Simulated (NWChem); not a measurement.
System: H3SO4 cation; SMILES O=S(=O)(O)[OH2+]

NWChem input:

```
start job
memory heap 200 mb stack 900 mb global 1100 mb
charge 1
geometry units angstroms noautoz
  O     -1.523213     0.367968     0.149788
  S     -0.081897     0.332849     0.158589
  O      0.860238     0.496840     1.244595
  O      0.461154     0.753551    -1.268276
  O      0.263959    -1.677451    -0.200979
  H      1.447306     0.873076    -1.267919
  H      0.411623    -2.176150     0.638724
  H     -0.481639    -2.118371    -0.675473
end
basis spherical
  O library def2-svp
  S library def2-svp
  H library def2-svp
end
dft
  xc mn15
  iterations 150
  mulliken
end
task dft energy
```

Excerpt of the output:

```
             Northwest Computational Chemistry Package (NWChem) 7.3.0
             --------------------------------------------------------

 C1  symmetry detected

                             Geometry "geometry" -> ""
                             -------------------------

 Output coordinates in angstroms (scale by  1.889725989 to convert to a.u.)

  No.       Tag          Charge          X              Y              Z
 ---- ---------------- ---------- -------------- -------------- --------------
    1 O                    8.0000    -1.09062094    -0.59818221    -0.97011209
    2 S                   16.0000     0.04621690    -0.32346694    -0.12700246
    3 O                    8.0000     1.46500761    -0.38629007    -0.40450314
    4 O                    8.0000    -0.35174883    -0.56991493     1.38585079
    5 O                    8.0000    -0.10147077     1.73280478     0.07336371
    6 H                    1.0000     0.43701314    -0.52297453     1.98787511
    7 H                    1.0000     0.47552198     2.20306355    -0.57589935
    8 H                    1.0000    -1.02134208     2.06804143    -0.05673062

 Effective nuclear repulsion energy (a.u.)     283.1415223624

                                 NWChem DFT Module
                                 -----------------

 Summary of "ao basis" -> "ao basis" (spherical)
 ------------------------------------------------------------------------------
       Tag                 Description            Shells   Functions and Types
 ---------------- ------------------------------  ------  ---------------------
 O                          def2-svp                 6       14   3s2p1d
 S                          def2-svp                 8       18   4s3p1d
 H                          def2-svp                 3        5   2s1p

            General Information
            -------------------
          SCF calculation type: DFT
          Wavefunction type:  closed shell.
          No. of atoms     :     8
          No. of electrons :    50
           Alpha electrons :    25
            Beta electrons :    25
          Charge           :     1
          Spin multiplicity:     1
          Use of symmetry is: off; symmetry adaption is: off
          Maximum number of iterations: 150
          AO basis - number of functions:    89
                     number of shells:    41
          Convergence on energy requested:  1.00D-06
          Convergence on density requested:  1.00D-05
          Convergence on gradient requested:  5.00D-04

              XC Information
              --------------
                         MN15 Method XC Functional
                     Hartree-Fock (Exact) Exchange  0.440
                          MN15 Exchange Functional  1.000
                        MN15 Correlation Potential  1.000

             Grid Information
             ----------------
          Grid used for XC integration:  medium
          Radial quadrature: Mura-Knowles
          Angular quadrature: Lebedev.
          Tag              B.-S. Rad. Rad. Pts. Rad. Cut. Ang. Pts.
          ---              ---------- --------- --------- ---------
          O                   0.60       49          10.0       434
          S                   1.00       88           8.0       590
          H                   0.35       45          10.0       434
          Grid pruning is: on
          Number of quadrature shells:   419
          Spatial weights used:  Erf1

      Superposition of Atomic Density Guess
      -------------------------------------

 Sum of atomic energies:        -697.60977095

 Renormalizing density from      51.00 to     50

      Non-variational initial energy
      ------------------------------

 Total energy =    -690.642955
 1-e energy   =   -1497.134307
 2-e energy   =     523.349829
 HOMO         =      -0.772439
 LUMO         =      -0.382694

     ---------------------------------------------
      Total Density - Mulliken Population Analysis
     ---------------------------------------------

    Atom       Charge   Shell Charges
 -----------   ------   -------------------------------------------------------
    1 O    8     8.64   1.99  1.19  0.69  3.05  1.71  0.02
    2 S   16    13.99   2.00  2.00  1.06  0.13  5.95  1.33  1.03  0.49
    3 O    8     8.64   1.99  1.19  0.69  3.04  1.72  0.02
    4 O    8     8.49   1.99  1.15  0.62  3.02  1.71  0.01
    5 O    8     8.52   1.99  1.12  0.57  3.08  1.75  0.00
    6 H    1     0.56   0.46  0.05  0.05
    7 H    1     0.58   0.47  0.05  0.05
    8 H    1     0.58   0.47  0.05  0.05

   convergence    iter        energy       DeltaE   RMS-Dens  Diis-err
 ---------------- ----- ----------------- --------- --------- ---------
 d= 0,ls=0.0,diis     1   -699.4581633506 -9.83D+02  2.12D-02  2.76D+00
 d= 0,ls=0.0,diis     2   -699.2627340109  1.95D-01  1.51D-02  4.39D+00
 d= 0,ls=0.0,diis     3   -699.6497027584 -3.87D-01  3.68D-03  2.27D-01
 d= 0,ls=0.0,diis     4   -699.6646323943 -1.49D-02  1.42D-03  6.50D-02
 d= 0,ls=0.0,diis     5   -699.6705527610 -5.92D-03  1.97D-04  4.37D-04
  Resetting Diis
 d= 0,ls=0.0,diis     6   -699.6705798148 -2.71D-05  9.84D-05  2.21D-04
 d= 0,ls=0.0,diis     7   -699.6706001250 -2.03D-05  6.23D-05  1.39D-05
 d= 0,ls=0.0,diis     8   -699.6705966328  3.49D-06  4.21D-05  5.28D-05
 d= 0,ls=0.0,diis     9   -699.6706017033 -5.07D-06  6.05D-06  2.86D-07
 d= 0,ls=0.0,diis    10   -699.6706017396 -3.63D-08  2.87D-06  9.78D-08

         Total DFT energy =     -699.670601739582
      One electron energy =    -1514.011451763493
           Coulomb energy =      591.557216786332
    Exchange-Corr. energy =      -60.357889124834
 Nuclear repulsion energy =      283.141522362413

 Numeric. integr. density =       49.999995393197

                       DFT Final Molecular Orbital Analysis
                       ------------------------------------

 Vector   23  Occ=2.000000D+00  E=-6.550109D-01
              MO Center=  6.7D-01,  1.6D-01, -6.1D-02, r^2= 2.5D+00
   Bfn.  Coefficient  Atom+Function         Bfn.  Coefficient  Atom+Function
  ----- ------------  ---------------      ----- ------------  ---------------
    37      0.477344  3 O  py                40      0.318387  3 O  py
    65      0.245030  5 O  py                66      0.242897  5 O  pz
    51     -0.198823  4 O  py                68      0.183515  5 O  py
    69      0.168385  5 O  pz                54     -0.145456  4 O  py
    28      0.112231  2 S  d -2              52     -0.102128  4 O  pz

 Vector   24  Occ=2.000000D+00  E=-6.427635D-01
              MO Center= -4.8D-01, -9.1D-02, -5.2D-01, r^2= 2.5D+00
   Bfn.  Coefficient  Atom+Function         Bfn.  Coefficient  Atom+Function
  ----- ------------  ---------------      ----- ------------  ---------------
     5      0.494565  1 O  py                 8      0.331154  1 O  py
    66      0.235267  5 O  pz                37     -0.217589  3 O  py
    65      0.166991  5 O  py                40     -0.157507  3 O  py
    69      0.157768  5 O  pz                51     -0.141296  4 O  py
    68      0.129786  5 O  py                 6     -0.114545  1 O  pz

 Vector   25  Occ=2.000000D+00  E=-6.299707D-01
              MO Center=  1.8D-01, -4.5D-01, -4.1D-01, r^2= 2.5D+00
   Bfn.  Coefficient  Atom+Function         Bfn.  Coefficient  Atom+Function
  ----- ------------  ---------------      ----- ------------  ---------------
    38      0.431629  3 O  pz                 4      0.328457  1 O  px
    41      0.292826  3 O  pz                 6     -0.270864  1 O  pz
     7      0.214103  1 O  px                50     -0.198411  4 O  px
     9     -0.183780  1 O  pz                36      0.153032  3 O  px
    53     -0.124892  4 O  px                31     -0.107485  2 S  d  1

 Vector   26  Occ=0.000000D+00  E=-2.881631D-01
              MO Center=  6.4D-03,  1.1D-01, -1.3D-01, r^2= 2.1D+00
   Bfn.  Coefficient  Atom+Function         Bfn.  Coefficient  Atom+Function
  ----- ------------  ---------------      ----- ------------  ---------------
    23      0.468058  2 S  py                26      0.467528  2 S  py
    18      0.454458  2 S  s                 17      0.340997  2 S  s
     5     -0.292116  1 O  py                37     -0.266361  3 O  py
    65      0.265791  5 O  py                 8     -0.261518  1 O  py
    63     -0.257507  5 O  s                 68      0.242499  5 O  py

 Vector   27  Occ=0.000000D+00  E=-2.240004D-01
              MO Center=  8.5D-02, -6.9D-01,  1.1D-03, r^2= 2.2D+00
   Bfn.  Coefficient  Atom+Function         Bfn.  Coefficient  Atom+Function
  ----- ------------  ---------------      ----- ------------  ---------------
    18      0.923995  2 S  s                 26     -0.454451  2 S  py
    49     -0.410935  4 O  s                 17      0.350235  2 S  s
     3     -0.294986  1 O  s                 36      0.264950  3 O  px
    55      0.264553  4 O  pz                35     -0.262933  3 O  s
    16     -0.261383  2 S  s                 23     -0.247705  2 S  py

 Vector   28  Occ=0.000000D+00  E=-1.236270D-01
              MO Center= -2.7D-01,  2.1D+00, -3.4D-01, r^2= 3.1D+00
   Bfn.  Coefficient  Atom+Function         Bfn.  Coefficient  Atom+Function
  ----- ------------  ---------------      ----- ------------  ---------------
    63      0.779404  5 O  s                 81     -0.728283  7 H  s
    86     -0.713589  8 H  s                 17      0.295453  2 S  s
    68      0.261795  5 O  py                62      0.224960  5 O  s
    65      0.219984  5 O  py                80     -0.202949  7 H  s
    85     -0.194072  8 H  s                 69     -0.187216  5 O  pz

     ---------------------------------------------
      Total Density - Mulliken Population Analysis
     ---------------------------------------------

[...]
```

Level: MN15/def2-SVP. Structure relaxed at the PBE-D3(BJ)/def2-SVP level.
